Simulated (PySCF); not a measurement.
## Ru⁺ (ruthenium, charge +1) across methods

[Kr] 4d7, high-spin 4F determinant. Computed with PySCF 2.14 in x2c-QZVPPall (13s8p7d4f2g, 118 functions), with scalar relativity by spin-free X2C-1e.

| method | E (hartree) | mean ε 4p β (eV) | mean ε 4d α (eV) | mean ε 4d β (eV) | Σ⟨r²⟩ (bohr²) | ⟨S²⟩ |
| --- | --- | --- | --- | --- | --- | --- |
| PBE | -4529.70 | -52.523 | -13.350 | -11.781 | 37.61 | 3.752 |
| PBEsol | -4527.31 | -52.539 | -13.347 | -11.715 | 37.57 | 3.752 |
| M06-L | -4530.00 | -52.889 | -13.261 | -11.520 | 36.82 | 3.758 |
| LDA | -4525.05 | -52.860 | -13.531 | -11.911 | 37.68 | 3.751 |
| PBE0 | -4529.78 | -55.383 | -14.921 | -13.205 | 37.21 | 3.752 |
| UHF | -4527.81165 | -62.845 | -18.952 | -16.656 | 36.75 | 3.756 |
| LC-wPBE | -4529.69 | -57.731 | -17.634 | -15.979 | 37.08 | 3.752 |

**Question.** Estimate the same row for r2SCAN.

**Answer.** E (hartree) = -4530.10; mean ε 4p β (eV) = -53.254; mean ε 4d α (eV) = -13.573; mean ε 4d β (eV) = -11.845; Σ⟨r²⟩ (bohr²) = 37.22; ⟨S²⟩ = 3.754.
